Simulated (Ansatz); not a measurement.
Calculated with Ansatz (gas phase, PBE0-D4/def2-TZVP geometries, no zero-point term in ΔE). CCSD(T)/CBS adds triple-zeta CCSD(T) − MP2 to the extrapolated MP2 energy (def2 sets, frozen cores). This one scheme is used for every species, atoms too. Functionals use def2-TZVPP. B3LYP here is the variant with VWN-RPA as its local correlation; programs differ in this. No spin–orbit coupling; open shells (•) take unrestricted orbitals. Spin–orbit coupling would lower the free atoms: a little for Cl, O, Si.

Reaction (atomization): `[O][SiH](Cl)Cl`• → 2 Cl• + H• + O• + Si•

CCSD(T)/CBS gives +1550.6 kJ/mol.

(1) Another level gave +1532.0 kJ/mol. Which?
A. PBE/def2-TZVPP
B. B3LYP-D4/def2-TZVPP
C. PBE-D4/def2-TZVPP
D. r2SCAN-D4/def2-TZVPP

Largest T1 diagnostic among the species: 0.014.

## Answers

(1) B. B3LYP-D4 1532.0, PBE 1569.0, r2SCAN-D4 1579.4, PBE-D4 1583.5 kJ/mol.

Leaving LDA and LC-ωPBE aside and taking each functional with its dispersion term where it has one, the values, not all of them listed here, spread over 96.8 kJ/mol, from BHLYP-D4 to B97M-V. LDA lies +227.1 kJ/mol from PBE without D4, its usual overbinding. The D4 term adds +23.9 kJ/mol with B3LYP and +12.2 kJ/mol with PBE0; it sums over pairs of atoms, weighted by their polarisabilities, and B3LYP, whose exchange is more repulsive, gets the larger term.

For atomizations the MP2-based limit and the directly extrapolated one differ by several kJ/mol either way, and by 10 to 25 for some Ge, Se and Sn compounds, so smaller differences from it don't rank the levels.
